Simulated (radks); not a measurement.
Values are calculated unless marked as measured or tabulated.
All-electron atom: the iridium ion Ir31+ in [Kr] 4d10 (the NIST ground configuration).

Level of theory: scalar-relativistic Kohn-Sham, LDA (Slater exchange, VWN5 correlation), spin-polarised, spherical densities, finite nucleus; Fermi nuclear charge, rms radius 5.4032 fm (a radial shooting solver on a logarithmic mesh with Libxc functionals).

Energy parts (hartree):
| part | energy |
|---|---|
| total | -17331.5852 |
| kinetic | 19310.8830 |
| electron-nucleus | -40981.8442 |
| Hartree | 4628.7401 |
| exchange-correlation | -289.3642 |

Orbitals (lengths in bohr, moments of r in powers of bohr; r(90%) holds 90 % of the orbital's charge):
orbital  occ.  eigenvalue (hartree)  r(90%)  <1/r>
1s          2             -2836.214  0.0318  92.07
2s          2             -531.0791   0.114  21.56
2p          6             -467.1727   0.108  19.35
3s          2             -156.6365   0.278  8.026
3p          6             -137.9168   0.284  7.368
3d         10             -117.3555   0.267  6.940
4s          2             -62.83031   0.566  3.678
4p          6             -56.19593   0.595  3.398
4d         10             -48.31065   0.614  3.152
5s          0             -33.12550   1.000  1.993
5p          0             -30.34584    1.05  1.866

The highest occupied level is 4d at -1314.6 eV. For comparison, the ionisation energy in NIST's Atomic Spectra Database is 1331 eV (theoretical). In exact Kohn-Sham theory the highest level is minus the ionisation energy, but local and semilocal functionals leave it too shallow, through self-interaction and a potential that decays too fast; potentials with the right tail come closer. The electron density at the nucleus is 1.94e+06 e/bohr^3 (large components only). Summed over all electrons, <r^2> = 4.274 bohr^2, which gives a Langevin (diamagnetic) susceptibility term of -3.38 x 10^-6 cm^3/mol.
